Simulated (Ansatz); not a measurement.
Isolated molecules relaxed with PBE0-D4/def2-TZVP in Ansatz; ΔE leaves out vibrations. CCSD(T)/CBS is the MP2 limit (def2-TZVPP, def2-QZVPP) plus CCSD(T) − MP2 in def2-TZVPP, frozen cores. This one scheme is used for every species, atoms too. Functionals use def2-TZVPP. B3LYP here is the variant with VWN-RPA as its local correlation; programs differ in this. Open shells (•) are unrestricted, without spin–orbit coupling. Spin–orbit coupling would lower the free atoms: a little for Al, C, O.

Reaction (atomization): `C1[NH][AlH][O]1` → Al• + C• + 4 H• + N• + O•

`C1[NH][AlH][O]1`:

Cartesian coordinates in Å:
```
C -0.388 -0.820 0.163
N 0.378 -0.055 -0.824
Al 0.339 1.291 0.307
O -0.548 0.118 1.222
H 0.152 -1.705 0.526
H -1.373 -1.130 -0.213
H 0.642 -0.476 -1.695
H 0.799 2.776 0.514
```

| level | ΔE (kcal/mol) |
| --- | --- |
| LDA (SPW92) | 809.6 |
| PBE-D4 | 713.9 |
| B3LYP-D4 | 696.4 |
| ωB97X-V | 701.3 |
| B2PLYP | 690.2 |
| CCSD(T)/def2-SVP | 649.6 |
| HF/def2-TZVPP | 474.6 |
| SCS-MP2/def2-QZVPP | 705.2 |

(1) What does CCSD(T)/CBS give? (Best estimate.)

(2) What do rigid-rotor, harmonic-oscillator terms from PBE0-D4/def2-TZVP frequencies (298.15 K, 1 bar) make of the CCSD(T)/CBS value? (Best estimate.)

Largest T1 diagnostic among the species: 0.018.

Results:

(1) Ansatz gave: +698.7 kcal/mol. The listed levels differ from it by 110.9, 15.2, -2.3, 2.6, -8.5, -49.1, -224.1, 6.5 kcal/mol.

(2) Ansatz gave: ΔZPE = -34.3 kcal/mol, ΔH = +672.7 kcal/mol, ΔS = 811 J/(mol·K), ΔG = +614.9 kcal/mol. Open shells count their whole term as degenerate.

From PBE to PBE0 (25 % exact exchange), in def2-TZVPP and without D4, ΔE moves by −17.8 kcal/mol: exact exchange takes away binding that semilocal exchange gives to molecules. The D4 term adds +5.2 kcal/mol with B3LYP and +2.7 kcal/mol with PBE0; it sums over pairs of atoms, weighted by their polarisabilities, and B3LYP, whose exchange is more repulsive, gets the larger term. In def2-TZVPP, CCSD(T) changes the Hartree–Fock value by +201.2 kcal/mol (the triples alone add +12.6 kcal/mol) and MP2 by +218.6 kcal/mol; breaking electron pairs costs correlation energy, which Hartree–Fock lacks.

For atomizations the MP2-based limit and the directly extrapolated one differ by several kJ/mol either way, and by 10 to 25 for some Ge, Se and Sn compounds, so smaller differences from it don't rank the levels.
